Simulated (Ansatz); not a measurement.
Computed with Ansatz on PBE0-D4/def2-TZVP structures; ΔE is electronic, products minus reactants. CBS: MP2 limit from def2 TZ/QZ plus the TZ coupled-cluster correction, frozen cores. This one scheme is used for every species. Functionals use def2-TZVPP. HSE06 is defined as in plane-wave codes. For Ge outer-core shells are correlated without core-valence functions, which leaves a few kJ/mol of doubt a bond. Scalar relativity is left out up to krypton. One conformer a species, not always the lowest.

Reaction (cleavage of the Si–Ge bond): `C[SiH2][GeH3]` + CH₃OH → `CO[SiH2]C` + GeH₄

CCSD(T)/CBS gives -76.2 kJ/mol.

(1) Another level gave -59.9 kJ/mol. Which?
A. HSE06/def2-TZVPP
B. PBE-D4/def2-TZVPP
C. LC-ωPBE/def2-TZVPP
D. CCSD/def2-TZVPP

(2) What do rigid-rotor, harmonic-oscillator terms from PBE0-D4/def2-TZVP frequencies (298.15 K, 1 bar) make of the CCSD(T)/CBS value? (Best estimate.)

Largest T1 diagnostic among the species: 0.012.

Results:

(1) B. PBE-D4 -59.9, LC-ωPBE -73.7, CCSD/def2-TZVPP -80.0, HSE06 -64.2 kJ/mol.

(2) Computed: ΔZPE = -6.6 kJ/mol, ΔH = -83.3 kJ/mol, ΔS = -25 J/(mol·K), ΔG = -75.7 kJ/mol.

Leaving LDA and LC-ωPBE aside and taking each functional with its dispersion term where it has one, the values, not all of them listed here, spread over 26.8 kJ/mol, from CAM-B3LYP-D4 to PBE-D4. LDA lies −7.9 kJ/mol from PBE without D4. In def2-TZVPP, CCSD(T) changes the Hartree–Fock value by +19.6 kJ/mol (the triples alone add +1.9 kJ/mol) and MP2 by +15.4 kJ/mol.
